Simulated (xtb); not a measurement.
Cl₃Ga, charge -1, doublet, geometry from GFN2-xTB (such geometries of metal compounds can be far from the true shape) (a state made from the parent by changing its charge; the spin is typed, not shown lowest).

Here is a job for xtb.
```
$ xtb mol.xyz --gfn 2 --chrg -1 --uhf 1 --vomega --json

# file mol.xyz
4

Ga    -0.17281014     0.17703508     0.45753847
Cl    -1.66578596    -1.23426882    -0.51100727
Cl     0.20082140     1.87173581    -1.00780288
Cl     1.78008893    -0.96029567     0.68447530
```

Give the vertical ionisation energy (with the method's empirical shift) at the level GFN2-xTB run with xtb.

2.73 eV

What vertical electron affinity (with the method's empirical shift) does GFN2-xTB give?

-2.95 eV
